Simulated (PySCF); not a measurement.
Species: Ti(NCS)4, C4N4S4Ti (singlet state).
Bonds: Ti1–N2, Ti1–N5, Ti1–N8, Ti1–N11, N2–C3, C3–S4, N5–C6, C6–S7, N8–C9, C9–S10, N11–C12, C12–S13.

Computed, not measured: PBE0-D3(BJ)/def2-SVP geometry optimisation, gas phase (PySCF 2.14.0).

Question: Give the optimised bond lengths and angles.

Answer: 
| bond | length (Å) |
| --- | --- |
| Ti1–N2 and 3 like bonds | 1.870 |
| N2–C3 and 3 like bonds | 1.207 |
| C3–S4 and 3 like bonds | 1.567 |

Bonds in one row agree within 0.01 Å and their mean is given. A selection of angles:
| angle | degrees |
| --- | --- |
| N2–Ti1–N5 | 109.1 |
| Ti1–N2–C3 | 178.8 |
| N2–C3–S4 | 179.8 |
| Ti1–N8–C9 | 178.3 |

All 4 C–N bonds measure 1.207 Å. All 4 C–S bonds measure 1.567 Å. Ti1 (titanium bonded to 4 N) is tetrahedral (angles from 109.1° to 109.8°). All 4 N–Ti bonds measure 1.870 to 1.871 Å.

Point group: near Td, missed by 0.13 Å at most; the miss may be what the optimiser left on a soft mode (C3v holds within 0.08 Å). No frequency check.
